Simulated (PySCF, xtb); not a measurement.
C5H3F, SMILES C#CC(F)C#C.

GFN2-xTB in xtb 6.7.1 at its own geometry gives an orbital gap of 6.16 eV and a dipole moment of 2.37 D.

The structure is a stationary point at B3LYP-D3(BJ)/def2-SVP.

Question: What does PySCF with r2SCAN/def2-TZVP give? (Estimate from the structure and the level; the computed values follow.)

Answer: gap 5.78 eV (levels -7.26 and -1.48 eV), dipole 1.80 D.
